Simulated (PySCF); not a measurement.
**How methods differ on the ionisation energy of Ni**

Ni [Ar] 3d8 4s2 (3F) → Ni⁺ [Ar] 3d9 (2D), as a difference of total energies. Calculation: PySCF 2.14, in aug-cc-pVTZ-DK; the spin-free X2C one-electron Hamiltonian (Gaussian nucleus). Correlated levels: valence: [Ar] frozen. The calculations carry no spin-orbit coupling.

```json
{"method": "UHF", "ionisation energy (eV)": "8.224", "difference from reference (eV)": "+0.584"}
{"method": "MP2 (valence)", "ionisation energy (eV)": "6.992", "difference from reference (eV)": "-0.648"}
{"method": "SCS-MP2 (valence)", "ionisation energy (eV)": "7.193", "difference from reference (eV)": "-0.447"}
{"method": "CCSD (valence)", "ionisation energy (eV)": "7.850", "difference from reference (eV)": "+0.210"}
{"method": "CCSD(T) (valence)", "ionisation energy (eV)": "7.823", "difference from reference (eV)": "+0.183"}
```

Reference: 7.640 eV (measured; NIST Atomic Spectra Database, ionization energies).

The reference lies between the lowest fine-structure levels, while these numbers refer to the centres of the terms.

Errors of the correlated levels include the incompleteness of this basis and the frozen core.
